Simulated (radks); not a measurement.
Charge is removed step by step from the 3d down level of neutral terbium, starting from [Ar] 3d(up 5, down 5) 4s2 4p6 4d10 4f9 5s2 5p6 6s2. All-electron calculation, scalar-relativistic Kohn-Sham, BLYP, spin-polarised, spherical densities, finite nucleus; open shells are filled with parallel spins first (spin-orbit coupling, left out, can overturn this in heavy ions); Fermi nuclear charge, rms radius 5.06 fm. Program: a radial shooting solver on a logarithmic mesh with Libxc functionals.

\begin{tabular}{lrrr}
removed (e) & E - E(0) (eV) & eigenvalue (eV) & E minus straight line (eV) \\ \hline
0 & 0.000 & -1225.2 & 0.000 \\
0.25 & 307.39 & -1237.3 & -4.713 \\
0.5 & 617.86 & -1249.8 & -6.343 \\
0.75 & 931.51 & -1262.7 & -4.798 \\
1 & 1248.4 & -1275.9 & 0.000 \\
\end{tabular}

Removing the whole electron costs 1248.4 eV by Delta-SCF, against 1225.2 eV from minus the eigenvalue at the starting occupation. Slater's transition state (half an electron removed) gives 1249.8 eV. Integrating minus the eigenvalue over the occupation (Janak's theorem) gives 1250.1 eV. In this scalar-relativistic scheme the density is built from large components alone, so the theorem holds only approximately. The mean slope of the eigenvalue, de/dn, is 50.7 eV per electron.
